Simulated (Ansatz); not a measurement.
Saddle point of C2H8Ge, singlet (C₂H₈Ge ([CH3][GeH2][CH3]) → C₂H₆Ge ([CH3][Ge][CH3]) + H₂; bonds formed: H2–H3; bonds broken: Ge1–H2, Ge1–H3), PBE0-D4/def2-TZVP structure:

```tsv
atom	x (Å)	y (Å)	z (Å)
Ge1	-0.6510	-0.4378	0.3119
H2	-0.5946	-1.9866	0.0092
H3	0.3778	-1.5995	-0.5031
C4	0.8557	0.1436	1.4491
C5	-0.8084	0.6287	-1.3431
H6	0.4861	0.8775	2.1663
H7	1.6607	0.5898	0.8664
H8	1.2434	-0.7103	2.0054
H9	-1.2255	0.0095	-2.1378
H10	-1.4959	1.4552	-1.1592
H11	0.1519	1.0298	-1.6651
```

Energies are electronic, without zero-point energy. Barriers and step energies count from the start structure reached by relaxing down the imaginary mode; all methods use the PBE0-D4 structures, on which another method's saddle can fall below an end. Program: Ansatz 0.2.0. Basis: def2-TZVPP, with def2-QZVPP for the basis limit. Cores are frozen in the correlated methods. Filled d shells of the heavier atoms are correlated. The def2 sets are not built for correlating such inner shells, so the correlated values are less sure here. B3LYP uses VWN-RPA correlation. Extrapolation: Hartree–Fock as exp(−7.88 √X), correlation as X^−2.97.

```json
{"method": "SPW92", "barrier (kcal/mol)": "49.40", "step energy (kcal/mol)": "42.67"}
{"method": "PBE-D4", "barrier (kcal/mol)": "51.71", "step energy (kcal/mol)": "37.90"}
{"method": "BLYP-D4", "barrier (kcal/mol)": "?", "step energy (kcal/mol)": "33.56"}
{"method": "r2SCAN-D4", "barrier (kcal/mol)": "?", "step energy (kcal/mol)": "42.54"}
{"method": "B97M-V", "barrier (kcal/mol)": "59.07", "step energy (kcal/mol)": "45.24"}
{"method": "PBE0-D4", "barrier (kcal/mol)": "57.43", "step energy (kcal/mol)": "42.20"}
{"method": "B3LYP-D4", "barrier (kcal/mol)": "57.38", "step energy (kcal/mol)": "37.79"}
{"method": "r2SCAN0-D4", "barrier (kcal/mol)": "59.62", "step energy (kcal/mol)": "44.50"}
{"method": "BHLYP-D4", "barrier (kcal/mol)": "64.37", "step energy (kcal/mol)": "42.36"}
{"method": "CAM-B3LYP-D4", "barrier (kcal/mol)": "61.06", "step energy (kcal/mol)": "41.74"}
{"method": "wB97X-V", "barrier (kcal/mol)": "63.00", "step energy (kcal/mol)": "44.00"}
{"method": "wB97M-V", "barrier (kcal/mol)": "?", "step energy (kcal/mol)": "40.09"}
{"method": "B2PLYP", "barrier (kcal/mol)": "59.68", "step energy (kcal/mol)": "41.34"}
{"method": "PBE-QIDH", "barrier (kcal/mol)": "62.20", "step energy (kcal/mol)": "46.35"}
{"method": "RPA on PBE", "barrier (kcal/mol)": "59.55", "step energy (kcal/mol)": "42.69"}
{"method": "HF", "barrier (kcal/mol)": "75.85", "step energy (kcal/mol)": "46.59"}
{"method": "MP2", "barrier (kcal/mol)": "61.42", "step energy (kcal/mol)": "45.07"}
{"method": "CCSD", "barrier (kcal/mol)": "63.19", "step energy (kcal/mol)": "44.67"}
{"method": "CCSD(T)", "barrier (kcal/mol)": "60.74", "step energy (kcal/mol)": "43.93"}
```

Question: Fill in the withheld barriers. (An estimate is asked for; the value comes from the calculation.)

Answer: By the calculation: r2SCAN-D4 55.76; wB97M-V 59.80; BLYP-D4 52.75 kcal/mol. Each is the energy of the saddle less that of the start structure, by the same method.

For comparison, the barrier by CCSD(T) at an estimated basis limit (MP2 extrapolated from triple and quadruple zeta, plus CCSD(T) − MP2 in triple zeta) is 57.85 kcal/mol.

T1 diagnostic: at most 0.011. The restricted Hartree–Fock reference is unstable towards an unrestricted one at one or more of these structures.

Losses and insertions of silylenes and their heavier kin drive the gas-phase chemistry of silicon and germanium vapour deposition.

Labels in which every atom is bracketed show which atoms are joined, not bond orders.

For scale, one of the runs: CCSD(T)/def2-TZVPP, 222 basis functions (an equivalent command: `ansatz run in.yaml --threads 4`). Hardware: 4 CPU threads, shared host. Wall time 90 s; peak host memory 3.5 GiB.
